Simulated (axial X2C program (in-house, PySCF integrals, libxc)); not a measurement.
**Tm⁺: configurations by level of theory**

Computed with an axial X2C code built on PySCF integrals, basis dyall-cv3z (cores contracted in-house), spin-free (one-electron X2C) and two-component (2c, atomic mean-field Coulomb and Gaunt terms). Energies in eV from the lowest row of each column (rows without correlated energies are left out; n/a marks j-coupled starts, which PBE0 does not hold); electrons by l are Mulliken totals of the Hartree–Fock solution, and PBE0 can relax to another configuration under the same block occupation. Coupled cluster uses truncated natural virtuals with an MP2 remainder. Frozen shells in the correlated columns: 4 s, 3 p, 2 d.

Spin-free determinants:

```csv
electrons by l,"M_S, M_L",HF,MP2,CCSD(T),PBE0
s11 p24 d20 f13,"1, 0",0.00,0.00,0.00,0.00
s11 p24 d20 f13,"1, 1",0.06,0.04,0.03,0.02
s11 p24 d20 f13,"1, 3",0.02,0.02,0.04,0.33
s11 p24 d20 f13,"0, 1",0.08,0.07,0.06,0.05
s11 p24 d20 f13,"1, 2",0.13,0.08,0.07,0.00
s11 p24 d20 f13,"0, 3",0.04,0.05,0.07,0.36
s11 p24 d20 f13,"0, 2",0.15,0.11,0.09,0.03
```

Two-component determinants:

```tsv
electrons by l	2M_J	HF	MP2	CCSD(T)	PBE0
s11 p24 d20 f13	2	1.80	0.01	0.00	0.16
s11 p24 d20 f13	8	1.78	0.00	0.03	0.27
s11 p24 d20 f13	4	1.86	0.05	0.03	0.06
s11 p24 d20 f13	2	1.87	0.06	0.05	0.08
s11 p24 d20 f13	6	1.81	0.03	0.06	0.30
s11 p24 d20 f13	6	1.90	0.07	0.06	0.00
s11 p24 d20 f13	4	1.91	0.09	0.08	0.03
s12 p24 d20 f12	12	0.00	2.33	0.85	n/a
```

Spin-free rows of one term, and 2c rows of one J level, should be degenerate; broken spherical symmetry, the missing current term of PBE0 and determinants that mix terms or J levels spread them. The search is wide but not exhaustive and can miss a configuration; gaps between s and d configurations can be off by some tenths of an eV with this basis and core.

The run took 11 min on 1 thread of Arm Neoverse V1, on a shared host.
